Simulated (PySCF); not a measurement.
C₃S₂, SMILES C(=C=S)=C=S.

Geometry: PBE0-D3(BJ)/def2-SVP.

Method: TDA-PBE/def2-SVPD run with PySCF 2.14.0.

Vertical excitations; the highest root listed may be one member of a degenerate set. Isolated molecule, no solvent. State labels are in the subgroup D2h.

Computed UV-visible absorptions:
| state | symmetry | energy (eV) | λ (nm) | f | main pairs |
|---|---|---|---|---|---|
| S1 | Au | 2.74 | 452 | 0.000 | HOMO→LUMO+1 50 %, HOMO−1→LUMO 50 % |
| S2 | B1u | 2.95 | 420 | 0.000 | HOMO−1→LUMO+1, HOMO→LUMO (degenerate set) |
| S3 | Au | 2.95 | 420 | 0.000 | HOMO−1→LUMO, HOMO→LUMO+1 (degenerate set) |
| S4 | B1g | 5.07 | 245 | 0.000 | HOMO−3→LUMO+1 50 %, HOMO−2→LUMO 50 % |
| S5 | Ag | 5.27 | 235 | 0.000 | HOMO−2→LUMO+1, HOMO−3→LUMO (degenerate set) |
| S6 | B1g | 5.27 | 235 | 0.000 | HOMO−2→LUMO, HOMO−3→LUMO+1 (degenerate set) |
| S7 | B3u | 6.27 | 198 | 0.022 | HOMO→LUMO+2 (degenerate set) |
| S8 | B2u | 6.27 | 198 | 0.022 | HOMO−1→LUMO+2 (degenerate set) |
| S9 | Au | 6.42 | 193 | 0.000 | HOMO−4→LUMO+1 50 %, HOMO−5→LUMO 50 % |
| S10 | B1u | 6.60 | 188 | 0.000 | HOMO−5→LUMO+1 50 %, HOMO−4→LUMO 50 % |
| T1 | B1u | 2.28 | 544 | 0 | HOMO→LUMO 50 %, HOMO−1→LUMO+1 50 % |
| T2 | B1u | 2.45 | 506 | 0 | HOMO−1→LUMO+1, HOMO→LUMO (degenerate set) |
| T3 | Au | 2.45 | 506 | 0 | HOMO→LUMO+1, HOMO−1→LUMO (degenerate set) |
| T4 | Au | 2.74 | 452 | 0 | HOMO−1→LUMO 50 %, HOMO→LUMO+1 50 % |
Triplets are in the Tamm–Dancoff approximation.
